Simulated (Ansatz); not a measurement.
Start from `NB1CS1` and change one atom or group to get `OB1CS1`.

Ansatz, PBE0-D4/def2-TZVP geometries, multiplicity 1. Each molecule was computed in one conformer, which needn't be the lowest.

```csv
property,`NB1CS1`
LUMO energy (PBE0/def2-TZVPP) / eV,0.33
HOMO energy (B3LYP/def2-TZVPP) / eV,-6.51
HOMO–LUMO gap (ωB97M-V/def2-TZVPP) / eV,10.75
HOMO–LUMO gap (PBE0/def2-TZVPP) / eV,7.08
LUMO energy (PBE/def2-TZVPP) / eV,-0.57
HOMO energy (ωB97M-V/def2-TZVPP) / eV,-8.91
```

Q: What does the change do to each property? (Estimate.)

A: Ansatz gave: 
```
                               property  `OB1CS1`  shift
     LUMO energy (PBE0/def2-TZVPP) / eV     -0.12  -0.45
    HOMO energy (B3LYP/def2-TZVPP) / eV     -6.95  -0.44
HOMO–LUMO gap (ωB97M-V/def2-TZVPP) / eV     10.83   0.08
   HOMO–LUMO gap (PBE0/def2-TZVPP) / eV      7.08   0.00
      LUMO energy (PBE/def2-TZVPP) / eV     -1.03  -0.46
  HOMO energy (ωB97M-V/def2-TZVPP) / eV     -9.36  -0.45
```

The zero-point energy changes by -32.6 kJ/mol with -3 modes.

B3LYP here is the variant with VWN-RPA as its local correlation; programs differ in this.
